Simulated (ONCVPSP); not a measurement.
# Transferability test, ONCV potential for silicon

Si (Z = 14), optimised norm-conserving Vanderbilt (ONCV), made with ONCVPSP 4.0.1 (PBEsol, scalar-relativistic). Core [Ne], reference 3s2 3p1 (charge +1). Waves: 3s: rc 1.50 bohr, ncon 4, nbas 8, qcut 3.5 1/bohr, 2 projectors, debl 1.3 Ha; 3p: rc 1.50 bohr, ncon 4, nbas 8, qcut 4.6 1/bohr, local. Local part: the p channel. Core correction: Teter function, fcfact 2.5, rcfact 1.5.

Energies are relative to the spin-unpolarised reference configuration 3s2 3p1; without spin polarisation the order of configurations can differ from experiment.

```json
{"valence configuration": "3s2 3p2", "charge": "0", "ΔE all-electron (eV)": "-7.713", "error AE − PS (meV)": "+2.2"}
{"valence configuration": "3s2 3p0", "charge": "+2", "ΔE all-electron (eV)": "15.964", "error AE − PS (meV)": "-0.8"}
{"valence configuration": "3s1 3p0", "charge": "+3", "ΔE all-electron (eV)": "49.863", "error AE − PS (meV)": "-50"}
{"valence configuration": "3s0 3p4", "charge": "0", "ΔE all-electron (eV)": "6.024", "error AE − PS (meV)": "-5.7"}
```

Levels in the configuration 3s2 3p0:

```tsv
level	all-electron (eV)	pseudo (eV)
3s	-28.490	-28.501
```
